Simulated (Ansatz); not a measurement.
Total energies of CH$_{6}$GeS$_{2}$, SMILES `CS[S][GeH3]`.

Z-matrix (Å, degrees):
```
C
S 1 1.801
H 1 1.089 2 110.8
H 1 1.093 2 106.0 3 -118.6
H 1 1.090 2 111.1 3 123.0
S 2 2.052 1 102.3 3 -60.1
Ge 6 2.233 2 99.0 1 -89.7
H 7 1.537 6 108.8 2 57.0
H 7 1.538 6 106.8 2 176.3
H 7 1.534 6 109.2 2 -63.4
```

Charge 0, multiplicity 1. Correlated methods include outer-core shells of Ge, which these sets cover unevenly. Scalar relativity is left out up to krypton. All single points use the PBE0-D4/def2-TZVP geometry. It is one conformer, not always the lowest. Basis def2-TZVPP, the Gaussian-basis code of Ansatz.

RPA on PBE orbitals: Hartree–Fock energy of these orbitals -2911.77708 Eh, correlation -1.33054 Eh (frozen core).

```json
{"functional": "LDA (SPW92)", "kind": "LDA", "energy without D4 (Eh)": "-2908.85814", "D4 term (kJ/mol)": "–"}
{"functional": "PBE0", "kind": "global hybrid, 25 % exact exchange", "energy without D4 (Eh)": "-2914.57208", "D4 term (kJ/mol)": "-21.9"}
```

Task: Give the same for PBE, revPBE, BLYP, r2SCAN, B97M-V, B3LYP, r2SCANh, r2SCAN0, HSE06 (plane-wave form), BHLYP, CAM-B3LYP, LC-ωPBE, ωB97X-V, ωB97M-V, B2PLYP, PBE-QIDH. (Best estimate.)

Result: Ansatz gave: 
```tsv
functional	kind	energy without D4 (Eh)	D4 term (kJ/mol)
PBE	GGA	-2914.44352	-25.7
revPBE	GGA	-2914.84503	-70.0
BLYP	GGA	-2915.17975	-55.6
r2SCAN	meta-GGA	-2915.07361	-6.1
B97M-V	meta-GGA with VV10	-2914.57600	–
B3LYP	global hybrid, 20 %	-2915.24783	-41.9
r2SCANh	meta-GGA hybrid, 10 %	-2915.06045	-6.6
r2SCAN0	meta-GGA hybrid, 25 %	-2915.04225	-7.3
HSE06 (plane-wave form)	screened hybrid	-2914.55511	-20.6
BHLYP	global hybrid, 50 %	-2915.10657	-35.0
CAM-B3LYP	range-separated hybrid	-2915.27440	-22.6
LC-ωPBE	long-range corrected hybrid	-2914.63727	–
ωB97X-V	range-separated hybrid GGA with VV10	-2914.83993	–
ωB97M-V	range-separated hybrid meta-GGA with VV10	-2914.96763	–
B2PLYP	double hybrid	-2914.49538	–
PBE-QIDH	double hybrid	-2914.06797	–
```

B3LYP takes the VWN-RPA correlation (the form of Gaussian; ORCA's B3LYP/G). HSE06 is the plane-wave form, built on full-range PBE exchange. The double hybrids freeze the cores in their second-order part.

LC-ωPBE has ω = 0.4 bohr⁻¹.
